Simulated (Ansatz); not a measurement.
Computed with PBE0-D3(BJ)/def2-SVP (Ansatz, a first-principles code). No frequencies were computed at this level.

Ansatz 0.2 input:
```yaml
crystal:
  periodic: [false, false, false]
  atoms:
    - { symbol: Si, position_ang: [-3.702578, 0.328208, -0.364206] }
    - { symbol: C, position_ang: [-1.829697, 0.242753, -0.239431] }
    - { symbol: C, position_ang: [-1.046211, -0.812662, 0.093721] }
    - { symbol: C, position_ang: [0.348387, -0.528893, 0.090908] }
    - { symbol: C, position_ang: [1.429603, -1.364875, 0.37969] }
    - { symbol: C, position_ang: [2.711759, -0.871707, 0.313103] }
    - { symbol: C, position_ang: [2.932695, 0.461073, -0.042185] }
    - { symbol: Cl, position_ang: [4.556733, 1.048935, -0.116385] }
    - { symbol: C, position_ang: [1.891748, 1.318802, -0.334783] }
    - { symbol: C, position_ang: [0.603221, 0.811109, -0.264538] }
    - { symbol: S, position_ang: [-0.873344, 1.668173, -0.580497] }
    - { symbol: H, position_ang: [-4.187016, 1.336123, 0.579169] }
    - { symbol: H, position_ang: [-4.206641, -1.001861, -0.024924] }
    - { symbol: H, position_ang: [-4.06204, 0.69893, -1.733105] }
    - { symbol: H, position_ang: [-1.446666, -1.780751, 0.338821] }
    - { symbol: H, position_ang: [1.251574, -2.393621, 0.653524] }
    - { symbol: H, position_ang: [3.55602, -1.505559, 0.533383] }
    - { symbol: H, position_ang: [2.072449, 2.345822, -0.607997] }
basis:
  gaussian: { orbitals: def2-svp }
hamiltonian:
  xc: pbe0
  dispersion: d3bj
relax:
  max_steps: 150
```

Output:

```
Functional definition: PBE0
2251 factors; integrals over basis functions are off by at most 5.1e-4 eV
mean field evaluation 1: about -39597.3280 eV, gradient 6.4e1 eV
mean field evaluation 2: about -39583.6833 eV, gradient 9.6e1 eV
mean field evaluation 4: about -39608.4518 eV, gradient 1.0e1 eV
mean field evaluation 8: about -39608.8065 eV, gradient 6.4e-1 eV
mean field evaluation 16: about -39608.8075 eV, gradient 2.3e-4 eV
mean field -39608.80746109 eV, -1455.5968263812 hartree, gradient 3.8e-5 eV, S^2 0.000000; 0 other end points of the search recorded, 0 dependent functions left out
reference -39608.80749504 eV, -1455.5968276286 hartree; 51, 51 occupied and 150, 150 virtual orbitals, 2251 factors
relax step   1: F+E_penalty+E_count = -39609.42624702 eV  Δ(F+E_penalty+E_count) = +0.000e0 eV  max|allowed force component| = 9.054e-1 eV/Å  Δτ_max = 0.0000 Å  (31 SCF iters, accepted)
these checks for a lower state are left out or cut short: starts, cluster_reference, orbital_swaps, neighbouring_geometries, increment
2251 factors; integrals over basis functions are off by at most 5.2e-4 eV
mean field -39608.87422418 eV, -1455.5992798794 hartree, gradient 1.3e-5 eV, S^2 0.000000; 0 other end points of the search recorded, 0 dependent functions left out
reference -39608.87425850 eV, -1455.5992811406 hartree; 51, 51 occupied and 150, 150 virtual orbitals, 2251 factors
relax step   2: F+E_penalty+E_count = -39609.49087620 eV  Δ(F+E_penalty+E_count) = -6.463e-2 eV  max|allowed force component| = 2.861e-1 eV/Å  Δτ_max = 0.0568 Å  (34 SCF iters, accepted)
these checks for a lower state are left out or cut short: starts, cluster_reference, orbital_swaps, neighbouring_geometries, increment
2251 factors; integrals over basis functions are off by at most 5.4e-4 eV
mean field evaluation 32: about -39608.8801 eV, gradient 3.7e-4 eV
mean field -39608.88007414 eV, -1455.5994948616 hartree, gradient 1.3e-5 eV, S^2 0.000000; 0 other end points of the search recorded, 0 dependent functions left out
reference -39608.88010852 eV, -1455.5994961251 hartree; 51, 51 occupied and 150, 150 virtual orbitals, 2251 factors
relax step   3: F+E_penalty+E_count = -39609.49661537 eV  Δ(F+E_penalty+E_count) = -5.739e-3 eV  max|allowed force component| = 9.082e-2 eV/Å  Δτ_max = 0.0226 Å  (35 SCF iters, accepted)
these checks for a lower state are left out or cut short: starts, cluster_reference, orbital_swaps, neighbouring_geometries, increment
2251 factors; integrals over basis functions are off by at most 5.4e-4 eV
mean field -39608.88074140 eV, -1455.5995193828 hartree, gradient 2.2e-5 eV, S^2 0.000000; 0 other end points of the search recorded, 0 dependent functions left out
reference -39608.88077579 eV, -1455.5995206466 hartree; 51, 51 occupied and 150, 150 virtual orbitals, 2251 factors
relax step   4: F+E_penalty+E_count = -39609.49723473 eV  Δ(F+E_penalty+E_count) = -6.194e-4 eV  max|allowed force component| = 4.693e-2 eV/Å  Δτ_max = 0.0113 Å  (27 SCF iters, accepted)
these checks for a lower state are left out or cut short: starts, cluster_reference, orbital_swaps, neighbouring_geometries, increment
2251 factors; integrals over basis functions are off by at most 5.5e-4 eV
mean field -39608.88113592 eV, -1455.5995338810 hartree, gradient 2.2e-5 eV, S^2 0.000000; 0 other end points of the search recorded, 0 dependent functions left out
reference -39608.88117029 eV, -1455.5995351442 hartree; 51, 51 occupied and 150, 150 virtual orbitals, 2251 factors
relax step   5: F+E_penalty+E_count = -39609.49766765 eV  Δ(F+E_penalty+E_count) = -4.329e-4 eV  max|allowed force component| = 1.840e-2 eV/Å  Δτ_max = 0.0260 Å  (27 SCF iters, accepted)
these checks for a lower state are left out or cut short: starts, cluster_reference, orbital_swaps, neighbouring_geometries, increment
2251 factors; integrals over basis functions are off by at most 5.5e-4 eV
mean field -39608.88118636 eV, -1455.5995357349 hartree, gradient 6.9e-5 eV, S^2 0.000000; 0 other end points of the search recorded, 0 dependent functions left out
reference -39608.88122074 eV, -1455.5995369982 hartree; 51, 51 occupied and 150, 150 virtual orbitals, 2251 factors
relax step   6: F+E_penalty+E_count = -39609.49769664 eV  Δ(F+E_penalty+E_count) = -2.899e-5 eV  max|allowed force component| = 6.590e-3 eV/Å  Δτ_max = 0.0033 Å  (24 SCF iters, accepted)
2251 factors; integrals over basis functions are off by at most 5.5e-4 eV
mean field evaluation 64: about -39608.8812 eV, gradient 6.2e-3 eV
mean field -39608.88118636 eV, -1455.5995357349 hartree, gradient 6.9e-5 eV, S^2 0.000000; 1 other end points of the search recorded, 0 dependent functions left out
reference -39608.88122074 eV, -1455.5995369982 hartree; 51, 51 occupied and 150, 150 virtual orbitals, 2251 factors
Total energy: -39609.49773102 eV, -1455.6221933330 hartree
Atom 0 at    -3.699399     0.320587    -0.361937 Å, force    -0.004236     0.006590    -0.002039 eV/Å
Atom 1 at    -1.832865     0.282881    -0.250660 Å, force    -0.003243    -0.005511     0.001377 eV/Å
Atom 2 at    -1.059373    -0.795275     0.088222 Å, force     0.000510     0.002987    -0.000824 eV/Å
Atom 3 at     0.347266    -0.518482     0.087980 Å, force     0.000303    -0.001003     0.000303 eV/Å
Atom 4 at     1.430851    -1.366528     0.380214 Å, force    -0.000910    -0.000716     0.000150 eV/Å
Atom 5 at     2.724604    -0.882304     0.316717 Å, force     0.003097     0.006584    -0.001653 eV/Å
Atom 6 at     2.956028     0.459139    -0.040394 Å, force     0.002451    -0.005141     0.001561 eV/Å
Atom 7 at     4.588133     1.035124    -0.110884 Å, force    -0.001228    -0.000154    -0.000028 eV/Å
Atom 8 at     1.916523     1.328382    -0.336085 Å, force     0.000331    -0.000333     0.000108 eV/Å
Atom 9 at     0.613656     0.825962    -0.268067 Å, force     0.005063     0.002075    -0.000287 eV/Å
Atom 10 at    -0.857605     1.689322    -0.585470 Å, force    -0.000658    -0.000522     0.000082 eV/Å
Atom 11 at    -4.266908     1.324653     0.586755 Å, force     0.001032    -0.001737     0.004347 eV/Å
Atom 12 at    -4.192968    -1.043361    -0.012758 Å, force     0.001400     0.001079    -0.000226 eV/Å
Atom 13 at    -4.141055     0.683005    -1.741729 Å, force     0.001416    -0.003687    -0.002720 eV/Å
Atom 14 at    -1.476111    -1.773611     0.335268 Å, force    -0.000843    -0.000331     0.000042 eV/Å
Atom 15 at     1.249640    -2.407584     0.657270 Å, force    -0.001951     0.000052    -0.000119 eV/Å
Atom 16 at     3.576746    -1.525520     0.540004 Å, force    -0.000194    -0.001122     0.000298 eV/Å
Atom 17 at     2.122833     2.363608    -0.610177 Å, force    -0.002338     0.000889    -0.000373 eV/Å
Dipole moment:    -0.207383    -0.244063     0.056040 e Å
```

Cost: around 2.9 core-minutes (rough).
